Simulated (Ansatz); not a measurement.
Two isomers of C3H6SSi: A = `C=CC([SiH3])=S`, B = `CC1[SiH2]C1=S`.

Gas-phase electronic energies from Ansatz, PBE0-D4/def2-TZVP geometries. CCSD(T)/CBS is the MP2 limit (def2-TZVPP, def2-QZVPP) plus CCSD(T) − MP2 in def2-TZVPP, frozen cores. Functionals use def2-TZVPP. B3LYP here is the variant with VWN-RPA as its local correlation; programs differ in this. Each species was taken in one conformer, which may not be the lowest.

(1) Which isomer does CCSD(T)/CBS put lower? Give the gap. (Estimate.)

(2) Give E(B) − E(A) in kJ/mol with CCSD/def2-TZVPP, B3LYP-D4, CCSD(T)/def2-TZVPP, B2PLYP, PBE0-D4, B3LYP, MP2/def2-TZVPP. (An estimate is asked.)

Largest T1 diagnostic: 0.017.

Results:

(1) Computed: A, by 65.4 kJ/mol.

(2) Ansatz gave: CCSD/def2-TZVPP 67.8, B3LYP-D4 68.1, CCSD(T)/def2-TZVPP 66.8, B2PLYP 65.5, PBE0-D4 44.4, B3LYP 67.1, MP2/def2-TZVPP 55.4. None reverses the order clearly.

In def2-TZVPP, CCSD(T) changes the Hartree–Fock value by −28.3 kJ/mol (the triples alone add −1.0 kJ/mol) and MP2 by −39.8 kJ/mol.
